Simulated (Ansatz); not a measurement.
B(NH2tBu)Cl3 (C4H11BCl3N) was relaxed with PBE-D4 (def2-SVP) in Ansatz in these states: charge +1 doublet, neutral singlet. The geometries follow in no particular order.

A:

Cartesian coordinates in Å:
```
B -1.349 -1.641 -0.780
N 0.065 -0.948 -0.557
C 0.321 0.403 0.193
C 1.837 0.612 0.091
C -0.436 1.527 -0.515
C -0.115 0.260 1.652
H 0.667 -1.653 -0.090
H 0.488 -0.838 -1.498
H 2.404 -0.205 0.583
H 2.114 1.555 0.601
H 2.175 0.699 -0.963
H -0.186 1.593 -1.593
H -1.535 1.431 -0.409
H -0.150 2.490 -0.048
H -1.214 0.170 1.760
H 0.364 -0.604 2.155
H 0.190 1.174 2.199
Cl -1.056 -3.225 -1.710
Cl -2.446 -0.650 -1.865
Cl -2.139 -2.150 0.793
```

B:

```
atom   x (Å)   y (Å)   z (Å)
  B1   0.902  -1.133   1.839
  N2   0.936  -0.320   0.405
  C3  -0.220   0.257  -0.413
  C4   0.430   0.871  -1.665
  C5  -1.185  -0.862  -0.815
  C6  -0.938   1.343   0.394
  H7   1.606   0.446   0.592
  H8   1.464  -0.967  -0.207
  H9   1.146   1.677  -1.400
 H10  -0.347   1.317  -2.315
 H11   0.968   0.106  -2.263
 H12  -0.663  -1.679  -1.353
 H13  -1.685  -1.305   0.065
 H14  -1.955  -0.443  -1.492
 H15  -1.435   0.925   1.287
 H16  -0.237   2.131   0.734
 H17  -1.701   1.821  -0.252
Cl18   2.724  -1.424   2.099
Cl19  -0.009  -2.712   1.618
Cl20   0.198  -0.048   3.142
```

Task: Judge from the bond lengths which geometry belongs to which state (an estimate).

Result: A is the charge +1 doublet (B1–N2 1.590 Å, N2–C3 1.567 Å, C3–C4 1.534 Å); B is the neutral singlet (B1–N2 1.648 Å, N2–C3 1.530 Å, C3–C4 1.538 Å).
